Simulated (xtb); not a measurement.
Input for xtb: GFN-FF on C2H6BN (SMILES C=CBN), a point of a torsion scan.

```
$ xtb mol.xyz --gfnff --sp --chrg 0 --uhf 0
10

C      1.41611718     0.52508475     0.27431208
C      0.77722554    -0.57892474    -0.09580269
B     -0.73222074    -0.63899184    -0.50170928
N     -1.64111177     0.27674064     0.00890224
H      0.90848944     1.47402684     0.36417898
H      2.47547765     0.55009741     0.48449809
H      1.37048778    -1.48416746    -0.18167487
H     -1.09984590    -1.38997819    -1.32680422
H     -2.46742179     0.57752913    -0.47843705
H     -1.36058692     0.94851286     0.70683218
```

The log:

```
[...]
           -------------------------------------------------
          |                Calculation Setup                |
           -------------------------------------------------



          ==================== Thresholds ====================
          CN  :   150.00000
          rep :   500.00000
          disp:  2500.00000
          HB1 :   250.00000
          HB2 :   450.00000

          Pauling EN used:
          Z : 1  EN :  2.20
          Z : 5  EN :  2.04
          Z : 6  EN :  2.55
          Z : 7  EN :  3.04
          electric field strengths (au): 0.000

           -------------------------------------------------
          |           Force Field Initialization            |
           -------------------------------------------------

          distances ...
          ----------------------------------------
          generating topology and atomic info file ...
          pair mat ...
          computing topology distances matrix with Floyd-Warshall algo ...
          making topology EEQ charges ...
          #fragments for EEQ constrain: 1
          ----------------------------------------
          generating topology and atomic info file ...
          pair mat ...
          computing topology distances matrix with Floyd-Warshall algo ...
          making topology EEQ charges ...
          #fragments for EEQ constrain: 1
          rings ...
          # BATM   40
          # H in HB   6
          doing iterative Hueckel for 1 subsystem(s) ...

  atom   neighbors  erfCN metchar sp-hybrid imet pi  qest     coordinates
    1  C       3    2.79   0.00         2    0    1  -0.056    2.676074    0.992266    0.518375
    2  C       3    2.78   0.00         2    0    1  -0.032    1.468743   -1.094009   -0.181041
    3  B       3    2.77   0.02         2    0    1   0.005   -1.383697   -1.207520   -0.948093
    4  N       3    2.79   0.00         3    0    1  -0.297   -3.101252    0.522964    0.016823
    5  H       1    0.97   0.00         0    0    0   0.036    1.716796    2.785507    0.688199
    6  H       1    0.97   0.00         0    0    0   0.036    4.677975    1.039533    0.915569
    7  H       1    0.97   0.00         0    0    0   0.036    2.589847   -2.804670   -0.343316
    8  H       1    0.96   0.01         0    0    0   0.035   -2.078408   -2.626678   -2.507297
    9  H       1    0.98   0.00         0    0    0   0.118   -4.662751    1.091372   -0.904115
   10  H       1    0.98   0.00         0    0    0   0.118   -2.571137    1.792430    1.335719

          #atoms :   10
          #bonds :   9
          #angl  :   12
          #tors  :   16
          #nmol  :   1
          #optfrag :   1
           -------------------------------------------------
          |                   G F N - F F                   |
          |          A general generic force-field          |
          |                  Version 1.0.3                  |
           -------------------------------------------------
          Number of HB bonds (bound hydrogen)     66
          Number of HB bonds (unbound hydrogen)   42
          Number of XB bonds                      0

 E+G (total)                   0 d,  0 h,  0 min,  0.000 sec
 distance/D3 list               ...        0 min,  0.000 sec (  0.652%)
 non bonded repulsion           ...        0 min,  0.000 sec ( 14.587%)
 dCN                            ...        0 min,  0.000 sec (  4.447%)
 EEQ energy and q               ...        0 min,  0.000 sec ( 10.775%)
 D3                             ...        0 min,  0.000 sec ( 11.541%)
 EEQ gradient                   ...        0 min,  0.000 sec (  2.074%)
 bonds                          ...        0 min,  0.000 sec ( 13.595%)
Note: The following floating-point exceptions are signalling: IEEE_UNDERFLOW_FLAG IEEE_DENORMAL
normal termination of xtb
 bend and torsion               ...        0 min,  0.000 sec ( 12.093%)
 bonded ATM                     ...        0 min,  0.000 sec (  5.841%)
 HB/XB (incl list setup)        ...        0 min,  0.000 sec ( 20.665%)

         :::::::::::::::::::::::::::::::::::::::::::::::::::::
         ::                     SUMMARY                     ::
         :::::::::::::::::::::::::::::::::::::::::::::::::::::
         :: total energy              -1.521503857882 Eh    ::
         :: gradient norm              0.025408929292 Eh/a0 ::
         ::.................................................::
         :: bond energy               -1.571472246658 Eh    ::
         :: angle energy               0.002718331824 Eh    ::
         :: torsion energy             0.001190740104 Eh    ::
         :: repulsion energy           0.071916508898 Eh    ::
         :: electrostat energy        -0.021767955609 Eh    ::
         :: dispersion energy         -0.003425276680 Eh    ::
         :: HB energy                 -0.000000311499 Eh    ::
         :: XB energy                  0.000000000000 Eh    ::
         :: bonded atm energy         -0.000663648262 Eh    ::
         :: external energy            0.000000000000 Eh    ::
         :: add. restraining           0.000000000000 Eh    ::
         :: total charge               0.000000000000 e     ::
         :::::::::::::::::::::::::::::::::::::::::::::::::::::

           -------------------------------------------------
          |                Property Printout                |
           -------------------------------------------------

molecular dipole:
                 x           y           z       tot (Debye)
 q only:        0.121       0.139      -0.045       0.483

           -------------------------------------------------
          | TOTAL ENERGY               -1.521503857882 Eh   |
          | GRADIENT NORM               0.025408929292 Eh/α |
           -------------------------------------------------
########################################################################
[WARNING] Runtime exception occurred
-1- gfnff_setup: Could not read topology file.
########################################################################

------------------------------------------------------------------------
------------------------------------------------------------------------
 total:
 SCF:
```

The run finished.

Cost: around 0.020 core-seconds (rough).
